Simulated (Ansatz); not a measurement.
Consider the cleavage of the Si–Ga bond: `C[SiH2][GaH][Cl]` + `[NH2][AlH2]` → `C[SiH2][NH][AlH2]` + `[Cl][GaH2]`.

Calculated with Ansatz (gas phase, PBE0-D4/def2-TZVP geometries, no zero-point term in ΔE). CCSD(T)/CBS adds triple-zeta CCSD(T) − MP2 to the extrapolated MP2 energy (def2 sets, frozen cores). This one scheme is used for every species. DFT in def2-TZVPP. For Ga outer-core shells are correlated without core-valence functions, which leaves a few kJ/mol of doubt a bond. Scalar relativity is left out up to krypton. One conformer a species, not always the lowest.

| level | ΔE (kJ/mol) |
| --- | --- |
| r2SCAN-D4 | -34.3 |
| r2SCAN | -34.0 |
| SCS-MP2/def2-TZVPP | -46.4 |
| MP2/CBS(def2) | -42.4 |

What does CCSD(T)/CBS give? (Estimate.)

The calculation gave: -37.3 kJ/mol. The listed levels differ from it by 3.0, 3.3, -9.1, -5.1 kJ/mol.

Largest T1 diagnostic among the species: 0.012.

In def2-TZVPP, CCSD(T) changes the Hartree–Fock value by +13.6 kJ/mol (the triples alone add +1.3 kJ/mol) and MP2 by +8.4 kJ/mol. From PBE to PBE0 (25 % exact exchange), in def2-TZVPP and without D4, ΔE moves by −7.3 kJ/mol.
